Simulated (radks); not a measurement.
The numbers below are computed, except where a source is named.
Question: Cu, configuration [Ar] 3d9 4s1 4p1 (not the ground configuration). Code: a radial shooting solver on a logarithmic mesh with Libxc functionals. Model: non-relativistic Kohn-Sham, LDA (Slater exchange, Perdew-Wang correlation), spin-unpolarised, spherical densities, point nucleus. Some entries of the table are withheld. Estimate them.

orbital  occ.  eigenvalue (hartree)  r(max) (bohr)
1s          2             -321.0628            (1)
2s          2             -38.43311            (2)
2p          6             -33.77096         0.1595
3s          2                   (3)            (4)
3p          6              -2.87965         0.6217
3d          9              -0.44664            (5)
4s          1                   (6)          2.136
4p          1              -0.08313          2.923
5s          0              -0.01533          7.739

Answer: 
(1) 1s r(max) (bohr): 0.03494
(2) 2s r(max) (bohr): 0.2001
(3) 3s eigenvalue (hartree): -4.33184
(4) 3s r(max) (bohr): 0.6217
(5) 3d r(max) (bohr): 0.5919
(6) 4s eigenvalue (hartree): -0.26345
